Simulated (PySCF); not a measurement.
**Excitation energy of Ag by level of theory**

Ag [Kr] 4d10 5s1 (2S) → Ag [Kr] 4d10 5p1 (2P), as a difference of total energies. Calculation: PySCF 2.14, in x2c-TZVPPall (8s6p6d2f1g, 79 functions); scalar relativity by spin-free X2C-1e. Correlated levels: valence: [Kr] frozen; valence and next inner shell: [Ar] 3d10 frozen. The calculations carry no spin-orbit coupling.

```csv
method,excitation energy (eV)
UHF,3.124
LDA,3.974
PBE,3.779
PBE0,3.654
r2SCAN,3.735
MN15,3.728
B97-3,3.633
M06-2X,3.494
wB97X-V,3.650
MP2 (valence),3.711
SCS-MP2 (valence),3.638
MP2 (valence and next inner shell),3.802
SCS-MP2 (valence and next inner shell),3.700
```

Question: How much does correlation contribute at MP2 (valence and next inner shell)?

Answer: 3.802 − (3.124) = 0.678 eV, measured against UHF.

Errors of the correlated levels include the incompleteness of this basis and the frozen core.

The basis was made for the ground configuration and has no added diffuse functions, so the excitation energy can come out too high.

For comparison: 3.740 eV (measured; NIST levels, between the centres of gravity of the two terms).
